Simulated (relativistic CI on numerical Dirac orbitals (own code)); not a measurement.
# One change at a time: Au10+

Base calculation: Dirac-Coulomb-Breit CI, separate exchange-only KLI orbitals for each configuration, model QED (radiative potential, 1s self-energy scaled to tabulated hydrogen-like ionisation energies), unscaled Slater integrals.

Configurations in the expansion (outside the closed core [Kr] 4d10): 4f14 5s2 5p6 5d, 4f14 5s2 5p6 6s, 4f14 5s2 5p6 5f, 4f14 5s2 5p5 5d2, 4f14 5s2 5p6 6p, 4f14 5s2 5p6 5g, 4f14 5s 5p6 5d2, 4f14 5s2 5p6 6d, 4f14 5s2 5p5 5d 5f, 4f14 5s2 5p6 7s, 4f14 5s2 5p6 7p, 4f14 5s2 5p5 5d 6s, 4f14 5s2 5p5 5d 5g, 4f13 5s2 5p6 5d2, 4f14 5s2 5p6 6f, 4f14 5s 5p6 5d 5f, 4f14 5s2 5p6 7d, 4f14 5s2 5p6 8s, 4f14 5s2 5p5 5d 6p, 4f14 5s2 5p6 8p, 4f14 5s 5p6 5d 5g, 4f13 5s2 5p6 5d 6s, 4f14 5s 5p6 6s2, 4f14 5p6 5d3, 4f14 5p5 5d4. Double excitations out of closed p, d and f shells are left out; levels of such configurations are missing from the list, as are those of other unlisted configurations, and high levels can miss mixing partners. Some configurations lack a partner that the ground configuration has and come out too high, among them 4f14 5s2 5p5 5d 5f, 4f14 5s2 5p5 5d 6s, 4f14 5s2 5p5 5d 5g, 4f13 5s2 5p6 5d2, 4f14 5s2 5p5 5d 6p.

Variants: (1) QED terms removed. Shifts of the energy above 4f14 5s2 5p6 5d 2D_3/2, in cm⁻¹, for the lowest level and the first level of each name with at least 55 % of one term (blank where a level changes its place among those of its configuration and J or its character, or is not in the variant):

| Level | Base | Δ(1) |
| --- | --- | --- |
| 4f14 5s2 5p6 5d 2D_3/2 | 0 | 0 |
| 4f14 5s2 5p6 5d 2D_5/2 | 21636 | -57 |
| 4f14 5s2 5p6 6s 2S_1/2 | 287300 | -810 |
| 4f14 5s2 5p6 6p 2P°_1/2 | 403933 | -202 |
| 4f14 5s2 5p5 5d2 4D°_1/2 | 437916 | +276 |
| 4f14 5s2 5p5 5d2 4D°_3/2 | 440248 | +278 |
| 4f14 5s2 5p6 6p 2P°_3/2 | 449685 | -242 |
| 4f14 5s2 5p5 5d2 4G°_9/2 | 467201 | +234 |
| 4f14 5s2 5p5 5d2 4G°_11/2 | 474132 | +213 |
| 4f14 5s2 5p5 5d2 4F°_9/2 | 497354 | +201 |
| 4f14 5s2 5p5 5d2 2H°_11/2 | 497605 | +202 |
| 4f14 5s2 5p5 5d2 2P°_1/2 | 515247 | +176 |
| 4f14 5s2 5p5 5d2 2G°_9/2 | 516003 | +210 |
| 4f14 5s2 5p5 5d2 2P°_3/2 | 550280 | +183 |
| 4f14 5s2 5p6 6d 2D_3/2 | 624007 | -134 |
| 4f14 5s2 5p6 6d 2D_5/2 | 632283 | -153 |
| 4f14 5s2 5p6 7s 2S_1/2 | 719667 | -482 |
| 4f14 5s2 5p5 5d 6s 4P°_1/2 | 731934 | -548 |
| 4f14 5s2 5p5 5d 6s 4P°_3/2 | 742248 | -556 |
| 4f14 5s2 5p5 5d 6s 2P°_1/2 | 750093 | -541 |
| 4f14 5s2 5p5 5d 6s 4F°_7/2 | 756988 | -552 |

At this charge transitions that keep the count of f electrons are usually good to a few per cent. Terms inside the open d or f shell come out 10 to 20 % too wide with unscaled integrals. Levels and lines within the n = 5 or 6 shells can be off by up to 10 % or somewhat more, and those that change n by about 2 %, since core polarisation is missing. Levels that differ in their count of f electrons can be misplaced by several ten thousand cm⁻¹, since the correlation energy of f electrons is missing or only estimated; rates across such gaps can be off by orders of magnitude.

Ionisation energy from one configuration of each of the two ions, the ground ones as tabulated or assumed: base 167.257 eV. The NIST ASD value (semi-empirical) is 168.2 ± 1.4 eV.

LS names give the leading component of a level, which can be under half, so a name can repeat, a term be missing and a line seem to break the LS rules.
